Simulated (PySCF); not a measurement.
C4H15NOSi3.
SMILES with atom numbers: `[CH3:1][N:2]([CH3:3])[C:4](=[O:5])[SiH2:6][CH:7]([SiH3:8])[SiH3:9]` (hydrogens: H10, H11, H12 on C1; H13, H14, H15 on C3; H16, H17 on Si6; H18 on C7; H19, H20, H21 on Si8; H22, H23, H24 on Si9)

Geometry (PBE0-D3(BJ)/def2-SVP, Å), atoms numbered from 1 in this order:
```xyz
24
C4H15NOSi3 angstrom
C     -2.856   -0.967    0.207
N     -2.256    0.339    0.218
C     -3.118    1.456    0.520
C     -0.934    0.552   -0.012
O     -0.430    1.670    0.023
Si     0.288   -0.894   -0.420
C      1.898   -0.039   -0.819
Si     2.410    1.156    0.569
Si     3.286   -1.232   -1.256
H     -3.647   -1.037   -0.560
H     -2.106   -1.739   -0.013
H     -3.308   -1.204    1.185
H     -3.579    1.338    1.515
H     -2.509    2.368    0.507
H     -3.924    1.542   -0.228
H      0.423   -1.803    0.763
H     -0.213   -1.715   -1.568
H      1.692    0.576   -1.714
H      3.856    0.893    0.882
H      1.654    0.882    1.827
H      2.294    2.583    0.164
H      2.867   -2.162   -2.353
H      3.651   -2.057   -0.063
H      4.497   -0.484   -1.711
```

Computed at PBE0/pcSseg-1 (PySCF, non-relativistic), with Q(14N) = 0.02044 b, Q(17O) = −0.0256 b: N2, 14N (I = 1): χzz = -4.646 MHz, η = 0.099; O5, 17O (I = 5/2): χzz = 8.918 MHz, η = 0.086.

(1) Find the zero-field quadrupole resonance frequencies of 14N at N2.

(2) Find the zero-field quadrupole resonance frequencies of 17O at O5.

Results:

(1) From ν± = (3/4)|χ|(1 ± η/3) and ν0 = |χ|η/2: ν+ 3.600 MHz, ν− 3.369 MHz, ν0 0.230 MHz (nitrogen bound to a carbonyl carbon).

(2) From the eigenvalues of H = χ/[4I(2I − 1)] × [3Iz² − I(I + 1) + η(Ix² − Iy²)], steps between neighbouring levels, labelled as for η = 0: ±1/2↔±3/2 1.349 MHz, ±3/2↔±5/2 2.671 MHz (carbonyl oxygen).

In a crystal, neighbours and librations shift these lines. The structure is a single PBE0-D3(BJ)/def2-SVP conformer in the gas phase; no vibrational or solvent corrections. The basis is small and wasn't made for field gradients, so the couplings can be 20 % off.
